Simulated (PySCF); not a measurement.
Gas-phase reaction: 2 GeHCl3 + Ge2H6 = 4 GeH2 + 3 Cl2

Method: PySCF energies plus ideal-gas RRHO corrections (1 bar). † marks an energy on the PBE0/def2-TZVP geometry and frequencies; other levels use their own. 6-31G* has spherical d functions here. All species are closed-shell singlets. B3LYP is the form with VWN-RPA correlation. Ge: all electrons, no relativistic terms. GeH2: computed as isolated molecules; such fragments, hydroxides, amides, oligomers or adducts are transient or little studied in the gas. The harmonic model lacks anharmonicity and excited electronic states, which grow with temperature; levels with a mode under 35 cm⁻¹ are left out. Internal rotation in Ge2H6 is treated as a harmonic vibration of one conformer, which makes the entropy rough.

| level | ΔE electronic, kJ | ΔH°(298 K), kJ | ΔS°(298 K), J/K | ΔG°(1400 K), kJ |
|---|---|---|---|---|
| B3LYP/6-31G* | 1545 | 1500 | 590 | 705 |
| B3LYP/def2-TZVP† | 1524 | 1479 | 591 | 682 |
| BLYP/def2-TZVP† | 1434 | 1389 | 591 | 592 |
| HF/6-31G* | 1634 | 1586 | 599 | 775 |
| HF/def2-TZVP† | 1624 | 1579 | 591 | 782 |
| PBE/def2-TZVP† | 1573 | 1528 | 591 | 732 |
| ωB97X-V/def2-TZVP† | 1679 | 1634 | 591 | 837 |
ΔH° is lowest at BLYP/def2-TZVP† and highest at ωB97X-V/def2-TZVP†. No reference value is set beside these.
